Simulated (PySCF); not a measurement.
# InBr: frontier orbitals

RHF at R = 2.573 Å; basis In def2-TZVPPD with ECP28, Br def2-TZVPPD; scalar-relativistic core potentials; PySCF 2.14. State: ¹Σ⁺ (singlet), closed shell. Only the outer orbitals are listed, counted within each symmetry, core potentials removing the inner ones.

| orbital | occ. | ε (eV) | on In (%) | main shells (%) |
| --- | --- | --- | --- | --- |
| 10σ | 2 | -25.75 | 9 | 91 Br s |
| 11σ | 2 | -13.16 | 46 | 52 Br p, 44 In s |
| 6π | 2 | -10.63 | 3 | 96 Br p |
| 6π | 2 | -10.63 | 3 | 96 Br p |
| 12σ | 2 | -9.03 | 68 | 49 In s, 32 Br p, 18 In p |
| 7π | 0 | 0.31 | 98 | 95 In p |
| 7π | 0 | 0.31 | 98 | 95 In p |

Which are the highest filled and the lowest empty level, where do they sit, and how wide is the gap?

Highest filled 12σ at -9.03 eV (in %: 49 In s, 32 Br p, 18 In p); lowest empty 7π at 0.31 eV (in %: 95 In p); the gap at RHF is 9.34 eV. An empty level above zero is unbound, and its energy depends on the basis.

```json
{"bond order (Mayer)": "0.71", "⟨S²⟩": "0.000", "charge on In (Mulliken, basis-dependent)": "0.57", "charge on In (Löwdin, basis-dependent)": "0.34", "dipole moment (positive dipole means In(−)Br(+))": "-3.72 D", "polarisability along the bond": "87.5 bohr³", "polarisability across the bond": "59.2 bohr³"}
```

Spin–orbit coupling is left out.
